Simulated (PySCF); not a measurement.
**Electron correlation in Os (osmium, neutral)**

[Xe] 4f14 5d6 6s1 6p1, one real determinant (an excited configuration). Computed with PySCF 2.14 in aug-cc-pVDZ-PP with ECP60MDF, with scalar relativity through the core potential. Frozen: 5s2 5p6; 8 electrons correlated.

MP2 pair energies summed by pair of shells (mhartree):

```csv
pair,energy,share (%)
5d-5d,-75.88,68.1
5d-6s,-22.61,20.3
5d-6p,-11.16,10.0
6s-6p,-1.70,1.5
```

Total MP2 correlation energy: -111.35 mhartree.

Same-spin part -68.83 and opposite-spin part -42.52 mhartree; SCS-MP2 scales them by 1/3 and 6/5 to -73.97 mhartree.

The reference is one real determinant that mixes LS terms of this configuration.
